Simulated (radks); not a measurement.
All-electron atom: Nd3+ in [Kr] 4d10 4f3 5s1 5p6 6p1 (not the ground configuration). Method: Dirac Kohn-Sham, BLYP, spin-unpolarised, spherical densities, finite nucleus; open shells are shared between the two j in proportion to 2j + 1; Fermi nuclear charge, rms radius 4.9123 fm; computed with a radial shooting solver on a logarithmic mesh with Libxc functionals.

Unscreened Slater integrals over Kohn-Sham orbitals (hartree). Large and small components are both included.

integral            value
F0(6p3/2,6p3/2)   0.24181
F2(6p3/2,6p3/2)   0.13303
F0(6p3/2,6p1/2)   0.24584
G2(6p3/2,6p1/2)   0.13436
F0(6p3/2,4f7/2)   0.31687
F2(6p3/2,4f7/2)  0.054062
G2(6p3/2,4f7/2)  0.014769
G4(6p3/2,4f7/2)  0.013687
F0(6p3/2,4f5/2)   0.31707
F2(6p3/2,4f5/2)  0.053637
G2(6p3/2,4f5/2)  0.014635
G4(6p3/2,4f5/2)  0.013559
F0(6p1/2,6p1/2)   0.25020
F0(6p1/2,4f7/2)   0.32680
G4(6p1/2,4f7/2)  0.014579
F0(6p1/2,4f5/2)   0.32702
G2(6p1/2,4f5/2)  0.015615
F0(4f7/2,4f7/2)   0.97729
F2(4f7/2,4f7/2)   0.46218
F4(4f7/2,4f7/2)   0.28940
F6(4f7/2,4f7/2)   0.20802
F0(4f7/2,4f5/2)   0.98147
F2(4f7/2,4f5/2)   0.46421
F4(4f7/2,4f5/2)   0.29068
G2(4f7/2,4f5/2)   0.46342
G4(4f7/2,4f5/2)   0.29021
G6(4f7/2,4f5/2)   0.20862
F0(4f5/2,4f5/2)   0.98570
F2(4f5/2,4f5/2)   0.46628
F4(4f5/2,4f5/2)   0.29200
